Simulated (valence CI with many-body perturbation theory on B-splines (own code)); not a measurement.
## Questions on Rh38+

Method: relativistic CI+MBPT: five valence electrons over a frozen Dirac-Fock core [He], a basis of 9 s, 9 p, 8 d, 6 f, 3 g, 1 h functions for each j, with the one-electron correlation potential Σ1, the two-electron term Σ2, the three-electron term Σ3, Breit, model QED; selected CI, second order for the rest, scaled by the run's own slope (own B-spline code, finite nucleus).

No measured spectrum was set against this ion. As an estimate, large intervals hold to a few tenths of a per cent, small ones and those within an open d or f shell to about a per cent. Among the levels kept, up to 5100 cm⁻¹ of a level comes from second order outside the variational space, and about a tenth of that is noise between levels of different J, which matters for small intervals.

Levels are named by their leading jj configuration (3d3/2^4 stands for four electrons in 3d with j = 3/2), which in mixed levels can hold well under half, so a name can repeat and another be missing.

Rates and lifetimes use the calculated energies. Strong lines usually hold to 10 to 20 %, long lifetimes can be off by a factor of two.

Question: What is the ground level?

Answer: (2s^2 2p1/2^2 2p3/2) J=3/2, composition 43 % 2s2 2p3 2P° + 32 % 2s2 2p3 4S° + 24 % 2s2 2p3 2D°, g = 1.410.

Question: Among levels below 254.69 Ry, which E1 lines absorb most strongly from the ground level?

Answer: to (2s^2 2p1/2^2 3d5/2) J=5/2 at 0.3801 nm, f = 0.419; to (2s^2 2p1/2 2p3/2 3d5/2) J=5/2 at 0.3646 nm, f = 0.371; to (2s^2 2p1/2 2p3/2 3d3/2) J=3/2 at 0.3636 nm, f = 0.331.

Question: Name the longest-lived excited levels whose lifetime is computed, and their main decay.

Answer: (2s^2 2p1/2 2p3/2^2) J=5/2 at 11.33 Ry lives 202 ns, mostly by M1 to (2s^2 2p1/2^2 2p3/2) J=3/2; (2s^2 2p1/2 2p3/2^2) J=1/2 at 13.05 Ry lives 44.0 ns, mostly by M1 to (2s^2 2p1/2^2 2p3/2) J=3/2; (2s^2 2p1/2 2p3/2^2) J=3/2 at 10.07 Ry lives 36.0 ns, mostly by M1 to (2s^2 2p1/2^2 2p3/2) J=3/2.

Question: What is the ionisation energy?

Answer: 5597.9 eV; NIST lists 5600 ± 40 eV (semi-empirical).

Question: Where does the other parity begin?

Answer: At (2s 2p1/2^2 2p3/2^2) J=5/2, 22.56 Ry.
